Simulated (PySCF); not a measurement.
Species: C6H9ClF (doublet state).
Geometry (GFN2-xTB, Å), atoms numbered from 1 in this order:
```
atom  x, y, z in Å
C1    -2.268   -0.011   -0.026
C2    -1.023    0.743    0.420
C3     0.101   -0.219    0.828
C4     1.391    0.413    1.207
C5     2.081   -0.103    0.032
F6     3.257   -0.775    0.181
Cl7    2.453    1.216   -1.195
C8     0.842   -0.922   -0.338
H9    -2.045   -0.661   -0.869
H10   -3.042    0.689   -0.330
H11   -2.658   -0.622    0.785
H12   -0.661    1.382   -0.387
H13   -1.262    1.379    1.275
H14   -0.294   -0.906    1.584
H15    1.674    1.129    1.950
H16    0.998   -1.988   -0.196
H17    0.449   -0.731   -1.333
```

The hyperfine couplings belong to this conformer and change with its torsions.

Identity: `CC[C@@H]1[CH][C@](F)(Cl)C1` [radical].

Level of theory: PySCF, UKS B3LYP, pcH-1 on C Cl F H, non-relativistic, mean-field spin-orbit, GIAO. Geometry: GFN2-xTB, one conformer, isolated molecule. Couplings are sensitive to structure, and on GFN2-xTB geometries they can be far from those on DFT ones.

Problem. Count the α and β electrons and give S(S+1).

Solution. 71 electrons with 2S = 1: 36 α and 35 β; S(S+1) = 0.75.

Mulliken spin populations, one withheld:

```
atom          bound to  population
  C1  C2, H9, H10, H11     +0.0061
  C2  C1, C3, H12, H13     +0.0412
  C3   C2, C4, C8, H14           ?
  C4       C3, C5, H15     +0.9353
  C5   C4, F6, Cl7, C8     -0.0311
  F6                C5     +0.0178
 Cl7                C5     +0.0901
  C8  C5, C3, H16, H17     +0.0033
  H9                C1     -0.0001
 H10                C1     +0.0013
 H11                C1     -0.0002
 H12                C2     -0.0011
 H13                C2     -0.0025
 H14                C3     +0.0466
 H15                C4     -0.0329
 H16                C8     +0.0001
 H17                C8     -0.0002
```

Problem. Fill in the missing population.

Solution. The populations add up to Nα − Nβ = 1, and the others sum to 1.0737, so C3 holds -0.074.

Problem. How is the spin shared among the elements?

Solution. Carbon +0.88, chlorine +0.09, fluorine +0.02, hydrogen +0.01. The positive populations sum to 1.14, the negative ones to -0.14.

Problem. With ⟨S²⟩ = 0.7543, find the sum of squared α–β overlaps and estimate the admixture of higher spin.

Solution. Σ|⟨iα|jβ⟩|² over occupied orbitals = Nβ − [⟨S²⟩ − S(S+1)] = 35 − 0.0043 = 34.9957. If the quartet state (S + 1) were the only admixture, its weight would be 0.0043/(2S + 2) = 0.14 %. For Kohn–Sham this describes the determinant of the orbitals, not the true wave function.

Problem. What Fermi-contact NMR shifts do the couplings of C1, C2, C3, C5, C8, H9/H10/H11, H12 imply at 250 K (Curie law, g = gₑ)?

Solution. δ = a_FC·h·gₑ μB S(S+1)/(3 g_N μN kT), with k/h = 20836.6 MHz/K:

```csv
nuclei,isotope,a_FC (MHz),g_N,contact shift (ppm)
C1,13C,0.90,1.4048,+113
C2,13C,48.19,1.4048,+6053
C3,13C,-31.45,1.4048,-3950
C5,13C,-31.29,1.4048,-3930
C8,13C,2.35,1.4048,+295
H9/H10/H11,1H,1.05,5.5857,+33
H12,1H,-3.80,5.5857,-120
```

The sign follows the spin density at the nucleus: positive density means a positive shift. Entries for several nuclei are means.

Nuclei that the bonding pattern makes equivalent are averaged, as if the motion that swaps them (rotation, inversion, ring flip) were fast.

Hardware: an Arm Neoverse V1 with one thread (shared host). Cost: 1.8 min (grids of density and orbitals included), 1.1 GiB resident at most.
